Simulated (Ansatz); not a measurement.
Cost and result for the atomization energy of C$_{2}$H$_{7}$BFNS (`CN(C)B(F)S`) (13 atoms, 12 bonds).

Z-matrix (Å, degrees):
```
C
N 1 1.441
H 1 1.090 2 110.9
H 1 1.096 2 110.9 3 -120.1
H 1 1.096 2 110.8 3 120.1
C 2 1.445 1 114.0 3 -179.6
B 2 1.395 1 123.8 3 0.6
H 6 1.088 2 110.3 1 -180.0
H 6 1.096 2 110.8 1 -59.7
H 6 1.096 2 110.7 1 59.8
F 7 1.342 2 119.7 1 180.0
S 7 1.830 2 122.1 1 -0.0
H 12 1.341 7 94.2 2 -179.8
```

The species carries charge 0 and has multiplicity 1. Geometry: relaxed with PBE0-D4/def2-TZVP. It is one conformer, not always the lowest. Program: Ansatz. All runs use 2 threads of an AMD EPYC 7R13 on a shared host and a share of an NVIDIA H100 80 GB. Times are those of one run each, without the atoms' runs, and a repeat can differ threefold. Electronic energies, without spin–orbit coupling; frozen cores. CCSD(T)/CBS adds CCSD(T) − MP2 in def2-TZVPP to the MP2 limit, and its time is that of the two runs behind it. T1 = 0.012. B3LYP takes the VWN-RPA correlation (the form of Gaussian; ORCA's B3LYP/G).

CCSD(T)/CBS is a level of theory with its own doubt, some kJ/mol a heavy atom from the limit and from the frozen cores, so smaller differences don't rank the functionals.

```tsv
level	functions	wall time
PBE0-D4/def2-TZVPP	295	1.5 s
PBE-D4/def2-TZVPP (with forces)	295	1.8 s
B3LYP-D4/def2-TZVPP (with forces)	295	2.1 s
r2SCAN-D4/def2-TZVPP (with forces)	295	2.2 s
ωB97X-V/def2-TZVPP	295	2.4 s
B2PLYP/def2-TZVPP	295	2.9 s
ωB97M-V/def2-TZVPP (with forces)	295	3.2 s
MP2/def2-QZVPP	565	3.4 s
CCSD(T)/def2-TZVPP	295	4.2 s
CCSD(T)/CBS(def2)	–	7.6 s
```

**Question.** What atomization energy does each give, and how far from CCSD(T)/CBS? (Best estimate.)

**Answer.** The calculation gave: 
```
                             level  atomization (kJ/mol)  difference from CCSD(T)/CBS  per bond
                PBE0-D4/def2-TZVPP                5133.5                         42.1       3.5
   PBE-D4/def2-TZVPP (with forces)                5225.7                        134.3      11.2
 B3LYP-D4/def2-TZVPP (with forces)                5113.1                         21.7       1.8
r2SCAN-D4/def2-TZVPP (with forces)                5121.3                         29.9       2.5
                ωB97X-V/def2-TZVPP                5119.8                         28.4       2.4
                 B2PLYP/def2-TZVPP                5055.9                        -35.5      -3.0
  ωB97M-V/def2-TZVPP (with forces)                5130.2                         38.8       3.2
                    MP2/def2-QZVPP                5132.8                         41.4       3.4
                CCSD(T)/def2-TZVPP                4965.2                       -126.2     -10.5
                 CCSD(T)/CBS(def2)                5091.4                          0.0       0.0
```

The D4 term adds +44.4 kJ/mol with B3LYP and +23.4 kJ/mol with PBE0; it sums over pairs of atoms, weighted by their polarisabilities, and B3LYP, whose exchange is more repulsive, gets the larger term. In def2-TZVPP, CCSD(T) changes the Hartree–Fock value by +1214.2 kJ/mol (the triples alone add +75.0 kJ/mol) and MP2 by +1307.5 kJ/mol; breaking electron pairs costs correlation energy, which Hartree–Fock lacks. From PBE to PBE0 (25 % exact exchange), in def2-TZVPP and without D4, the atomization energy moves by −87.9 kJ/mol: exact exchange takes away binding that semilocal exchange gives to molecules.
